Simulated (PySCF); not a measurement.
FH10NSi4.
Atom-mapped SMILES: `[F:1][SiH2:2][SiH2:3][N:4]([SiH3:5])[SiH3:6]` (hydrogens: H7, H8 on Si2; H9, H10 on Si3; H11, H12, H13 on Si5; H14, H15, H16 on Si6)

Vertical excitations from PySCF (density fitting, frozen core in the response, grid level 2 and gas phase unless stated; continuum runs use non-equilibrium linear response for the excitations) on a GFN2-xTB geometry. Reference run:

```
                              settings    S1, eV (f)    S2, eV (f)    S3, eV (f)    S4, eV (f)    S5, eV (f)    S6, eV (f)  T1, eV (Tamm–Dancoff)  mean α (au)
PBE0/def2-SVPD, full TDDFT, 6 singlets  4.94 (0.004)  5.92 (0.010)  6.33 (0.011)  6.63 (0.007)  6.76 (0.041)  6.91 (0.031)                   4.56        111.7
```

Q: What do these settings give: (1) PBE0/6-311+G(2d,p), level shift 0.1 Eh, TDA, 3 singlets; (2) HCTH407/6-311G**, start guess vsap, full TDDFT, 1 singlet?

A: 
```csv
settings,"S1, eV (f)","S2, eV (f)","S3, eV (f)","S4, eV (f)","S5, eV (f)","S6, eV (f)","T1, eV (Tamm–Dancoff)",mean α (au)
"PBE0/6-311+G(2d,p), level shift 0.1 Eh, TDA, 3 singlets",4.87 (0.006),5.88 (0.013),6.28 (0.011),–,–,–,4.47,108.3
"HCTH407/6-311G**, start guess vsap, full TDDFT, 1 singlet",4.33 (0.004),–,–,–,–,–,4.10,103.2
```

(1) S1 moves by -0.07 eV; basis and response scheme change together, so the shift can't be laid on one. (2) S1 moves by -0.61 eV; functional and basis change together, so the shift can't be laid on one. States are counted by energy in each run and needn't keep their character from row to row.

All basis functions are spherical, in the Pople sets too.

Q: Which orbital pairs make up S1 in each run, and how does it sit against the orbital gap?

A: 
```json
{"settings": "PBE0/def2-SVPD, full TDDFT, 6 singlets", "S1 configurations (weight)": "H→L 0.99", "S1 (eV)": "4.94", "orbital gap (eV)": "6.21", "S1 − gap (eV)": "-1.27"}
{"settings": "PBE0/6-311+G(2d,p), level shift 0.1 Eh, TDA, 3 singlets", "S1 configurations (weight)": "H→L 0.98", "S1 (eV)": "4.87", "orbital gap (eV)": "6.12", "S1 − gap (eV)": "-1.25"}
{"settings": "HCTH407/6-311G**, start guess vsap, full TDDFT, 1 singlet", "S1 configurations (weight)": "H→L 0.99", "S1 (eV)": "4.33", "orbital gap (eV)": "4.25", "S1 − gap (eV)": "+0.08"}
```

Shape of the structure used: `[F:1][SiH2:2][SiH2:3][N:4]([SiH3:5])[SiH3:6]`: F1–Si2–Si3–N4 -167°, Si2–Si3–N4–Si5 80°.

One conformer stands for the species.
